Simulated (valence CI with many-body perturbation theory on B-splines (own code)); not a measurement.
Questions on Te12+

Level of theory: valence CI with perturbative core correlation (CI+MBPT): four valence electrons over a frozen Dirac-Fock core [Kr], radial functions for each j: 7 s, 7 p, 8 d, 6 f, 4 g, 1 h, with the one-electron correlation potential Σ1 (screened to all orders), the two-electron term Σ2, the three-electron term Σ3, Breit, model QED; selected single and double excitations, second order for the rest, scaled by the run's own slope (own B-spline code, finite nucleus).

No measured levels were compared; by estimate terms of the open shell hold to 2 to 4 % of their energy, and close levels can change places. Only levels of the ground parity were solved; by the run's estimate the other parity begins above the list, which can be wrong where configurations are misplaced.

Names give the largest LS component (configuration and term), which can be under half, so a name can repeat, a term be missing and a line seem to break the LS rules; names also repeat where a configuration has a term twice.

Rates and lifetimes use the calculated energies. Strong lines usually hold to 10 to 20 %, long lifetimes can be off by a factor of two.

(1) What is the ground level?

(2) What is the ionisation energy?

(3) How well does LS coupling describe the low levels?

(4) How is the term 5D of the ground level split?

## Answers

(1) 4d4 5D_0, composition 76 % 4d4 5D + 22 % 4d4 3P.

(2) 272.82 eV; NIST lists 272 ± 3 eV (theoretical).

(3) Among the lowest 20 levels the leading LS term, summed over configurations, holds 70 % on average. For single configurations the figures are 69 % in LS and 64 % in jj coupling. Terms mix most in the J = 4 level at 52132 cm⁻¹, where the leading one holds 36 %.

(4) J = 0 at 0.0, J = 1 at 4958, J = 2 at 10051, J = 3 at 14600, J = 4 at 18435 cm⁻¹.
